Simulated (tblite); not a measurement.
Species: C6H13BOSi.
Numbering: `[BH3-:1][O+:2]1[CH2:3][C@@H:4]2[CH:5]=[CH:6][SiH2:7][C@H:8]1[CH2:9]2` (hydrogens: H10, H11, H12 on B1; H13, H14 on C3; H15 on C4; H16 on C5; H17 on C6; H18, H19 on Si7; H20 on C8; H21, H22 on C9)
Bond orders are those of one Lewis drawing.

Computed with GFN2-xTB (tblite), gas phase: L-BFGS steps from a force-field or distance-geometry start until the largest atomic force falls under 0.01 eV/Å.

Step 63: E = -720.6460 eV
```
atom  x, y, z in Å  |  force x, y, z in eV/Å
B1      2.5474    0.4366   -0.5846   -0.010  -0.006  -0.018
O2      0.9477    0.1418   -0.5068    0.038  -0.026  -0.026
C3      0.6123   -1.2269   -0.3157   -0.011  -0.009  -0.007
C4     -0.5944   -1.2461    0.6350   -0.022  -0.017  -0.006
C5     -1.8939   -1.0741   -0.1023   -0.007   0.026   0.019
C6     -2.2683    0.0671   -0.6726    0.004  -0.002  -0.012
Si7    -1.1877    1.6065   -0.6054   -0.072  -0.001  -0.035
C8      0.2382    0.9460    0.4696    0.008   0.010  -0.005
C9     -0.2492   -0.0403    1.5123   -0.018  -0.015   0.025
H10     2.6102    1.6000   -0.8266    0.019  -0.026  -0.017
H11     3.0073    0.1432    0.4805   -0.013   0.001  -0.017
H12     2.9250   -0.2575   -1.4732    0.007   0.006   0.007
H13     0.3979   -1.6616   -1.2966    0.000  -0.022   0.026
H14     1.4602   -1.7545    0.1348   -0.007   0.025  -0.024
H15    -0.6214   -2.1778    1.2033    0.031  -0.003   0.015
H16    -2.5263   -1.9544   -0.1486    0.048   0.022  -0.015
H17    -3.2219    0.1017   -1.1824    0.020  -0.002   0.004
H18    -0.6626    1.9486   -1.9248    0.001   0.022   0.031
H19    -1.9079    2.7060    0.0477    0.000   0.013  -0.008
H20     0.9288    1.6819    0.8718    0.024   0.019   0.032
H21     0.5482   -0.3049    2.2098    0.009  -0.007   0.023
H22    -1.1000    0.3381    2.0740   -0.052  -0.008   0.008
```

Step 64: E = -720.6468 eV
```
atom  x, y, z in Å  |  force x, y, z in eV/Å
B1      2.5442    0.4372   -0.5937   -0.023  -0.002  -0.022
O2      0.9436    0.1405   -0.5055    0.056  -0.049  -0.035
C3      0.6143   -1.2284   -0.3078   -0.012  -0.023  -0.011
C4     -0.5969   -1.2469    0.6370   -0.019  -0.012  -0.003
C5     -1.8937   -1.0730   -0.1055    0.004   0.013   0.005
C6     -2.2665    0.0683   -0.6769    0.016  -0.004  -0.002
Si7    -1.1863    1.6073   -0.6013   -0.066   0.017  -0.042
C8      0.2381    0.9445    0.4738    0.014   0.017  -0.019
C9     -0.2519   -0.0421    1.5147   -0.014   0.011   0.032
H10     2.6036    1.5999   -0.8365    0.019  -0.009  -0.014
H11     3.0103    0.1446    0.4685   -0.012  -0.002  -0.015
H12     2.9179   -0.2544   -1.4856    0.003  -0.006   0.010
H13     0.4073   -1.6708   -1.2868    0.006  -0.018   0.027
H14     1.4622   -1.7486    0.1523   -0.016   0.024  -0.036
H15    -0.6248   -2.1775    1.2074    0.016  -0.005   0.001
H16    -2.5232   -1.9548   -0.1593    0.041   0.019  -0.010
H17    -3.2164    0.1042   -1.1941    0.028  -0.011   0.016
H18    -0.6611    1.9546   -1.9193    0.003   0.020   0.033
H19    -1.9041    2.7064    0.0547   -0.009   0.015  -0.005
H20     0.9320    1.6775    0.8754    0.017   0.023   0.039
H21     0.5441   -0.3069    2.2134    0.009  -0.011   0.029
H22    -1.1031    0.3379    2.0741   -0.061  -0.006   0.021
```

Step 65: E = -720.6476 eV
```
atom  x, y, z in Å  |  force x, y, z in eV/Å
B1      2.5399    0.4381   -0.6047   -0.029   0.000  -0.021
O2      0.9400    0.1382   -0.5040    0.048  -0.052  -0.026
C3      0.6164   -1.2305   -0.2987   -0.010  -0.028  -0.010
C4     -0.6001   -1.2480    0.6395   -0.004   0.002   0.007
C5     -1.8933   -1.0716   -0.1091    0.021  -0.004  -0.009
C6     -2.2639    0.0698   -0.6820    0.024  -0.004   0.010
Si7    -1.1854    1.6084   -0.5973   -0.032   0.032  -0.029
C8      0.2383    0.9429    0.4784    0.013   0.018  -0.027
C9     -0.2553   -0.0441    1.5180   -0.007   0.038   0.026
H10     2.5956    1.6001   -0.8481    0.015   0.010  -0.012
H11     3.0141    0.1464    0.4538   -0.009  -0.005  -0.011
H12     2.9094   -0.2504   -1.5002   -0.001  -0.020   0.009
H13     0.4185   -1.6820   -1.2752    0.007  -0.016   0.021
H14     1.4641   -1.7419    0.1720   -0.018   0.015  -0.041
H15    -0.6291   -2.1775    1.2119   -0.002  -0.005  -0.015
H16    -2.5193   -1.9548   -0.1715    0.027   0.008  -0.004
H17    -3.2096    0.1072   -1.2068    0.028  -0.022   0.024
H18    -0.6584    1.9612   -1.9126    0.006   0.020   0.025
H19    -1.8999    2.7074    0.0618   -0.019   0.017  -0.002
H20     0.9358    1.6729    0.8808    0.001   0.015   0.034
H21     0.5394   -0.3100    2.2183   -0.005  -0.010   0.029
H22    -1.1077    0.3375    2.0749   -0.053  -0.009   0.024
```

Task: Estimate the geometry and energy of step 66. (The exact step hangs on the optimiser's Hessian estimate; all steps are aligned on step 65, rigid shifts and turns removed.)

Result: E = -720.6482 eV, largest force 0.048 eV/Å
```
atom  x, y, z in Å  |  force x, y, z in eV/Å
B1      2.5355    0.4392   -0.6148   -0.023  -0.001  -0.014
O2      0.9378    0.1355   -0.5028    0.018  -0.031  -0.006
C3      0.6181   -1.2329   -0.2908   -0.007  -0.020  -0.003
C4     -0.6028   -1.2488    0.6417    0.014   0.015   0.015
C5     -1.8925   -1.0705   -0.1125    0.035  -0.014  -0.015
C6     -2.2610    0.0711   -0.6861    0.027  -0.001   0.018
Si7    -1.1849    1.6100   -0.5944    0.009   0.037  -0.003
C8      0.2389    0.9418    0.4820    0.007   0.011  -0.023
C9     -0.2585   -0.0453    1.5214   -0.001   0.047   0.009
H10     2.5885    1.6009   -0.8583    0.009   0.019  -0.011
H11     3.0174    0.1481    0.4405   -0.007  -0.006  -0.009
H12     2.9016   -0.2471   -1.5129   -0.003  -0.031   0.005
H13     0.4286   -1.6918   -1.2650    0.001  -0.017   0.009
H14     1.4653   -1.7364    0.1884   -0.011  -0.002  -0.035
H15    -0.6333   -2.1778    1.2153   -0.015  -0.004  -0.025
H16    -2.5157   -1.9545   -0.1821    0.013  -0.004  -0.001
H17    -3.2031    0.1095   -1.2169    0.020  -0.030   0.024
H18    -0.6552    1.9664   -1.9067    0.010   0.024   0.009
H19    -1.8967    2.7086    0.0674   -0.027   0.019   0.000
H20     0.9389    1.6693    0.8865   -0.015   0.000   0.018
H21     0.5353   -0.3130    2.2230   -0.024   0.000   0.022
H22    -1.1126    0.3371    2.0763   -0.031  -0.012   0.016
```

The energy changes by -0.0007 eV. The first-order estimate −F·Δx gives -0.0009 eV and the mean of the old and new forces, exact on a quadratic surface, -0.0007 eV. The step makes an angle of 83° with the force vector and moves no atom by more than 0.017 Å.

What follows is the cost of the whole relaxation. Hardware: Arm Neoverse V1, one thread, shared host. Cost: 0.87 s.
